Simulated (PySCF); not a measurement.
Ne³⁺ (neon, charge +3) across methods

[He] 2s2 2p3, high-spin 4S determinant. Calculation: PySCF 2.14, in aug-cc-pCVTZ-DK with one added diffuse shell each of s, p, d, f type (8s7p5d3f, 75 functions); the spin-free X2C one-electron Hamiltonian (Gaussian nucleus).

```tsv
method	E (hartree)	mean ε 2s α (eV)	mean ε 2s β (eV)	mean ε 2p α (eV)	Σ⟨r²⟩ (bohr²)	⟨S²⟩
LDA	-123.6807	-105.74	-97.741	-83.705	3.670	3.751
PBE0	-124.3609	-111.71	-100.74	-87.590	3.644	3.751
r2SCAN	-124.4219	-109.25	-98.241	-85.270	3.635	3.752
wB97X-V	-124.4287	-113.54	-103.79	-89.655	3.649	3.751
r2SCANh	-124.4232	-111.04	-99.278	-86.648	3.633	3.752
PBE	-124.3380	-106.36	-97.984	-83.719	3.657	3.751
HSE06	-124.3698	-111.26	-100.32	-87.141	3.646	3.751
UHF	-124.23434	-126.96	-107.04	-98.435	3.625	3.753
TPSS	-124.4604	-107.54	-98.350	-84.151	3.648	3.751
```
